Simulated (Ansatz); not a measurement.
**Question.** Predict a relaxed structure of the cluster GeCl2, charge 0, singlet, at B3LYP-D4/def2-TZVP (Ansatz).

**Answer.** 
```xyz
3

Ge   -0.839    0.422   -0.030
Cl    0.911    0.671   -1.347
Cl   -0.072   -1.093    1.377
```
Point group C2v (tolerance 0.1 Å). This is one stationary point.

The structure comes from a short search, and lower isomers may exist.
